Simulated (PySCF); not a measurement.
# Correlation energy of Cr (chromium, neutral)

[Ar] 3d4 4s1 4p1, one real determinant (an excited configuration). All numbers are calculated (PySCF 2.14, the spin-free X2C one-electron Hamiltonian (Gaussian nucleus), in ANO-RCC-VTZP). Frozen: [Ar]; 6 electrons correlated.

```tsv
level	correlation energy (mhartree)
CCSD	-69.70
(T)	-1.05
CCSD(T)	-70.75
```

Diagnostics: T1 = 0.078, D1 = 0.2691, largest double amplitude 0.042.

Task: Is a single reference adequate?

Result: Largely. T1 is above 0.03 while the doubles stay small, so the singles mainly relax the orbitals.

The basis was made for the ground configuration and has no added diffuse functions, which can raise the energy of the promoted electron.

The reference is one real determinant that mixes LS terms of this configuration.
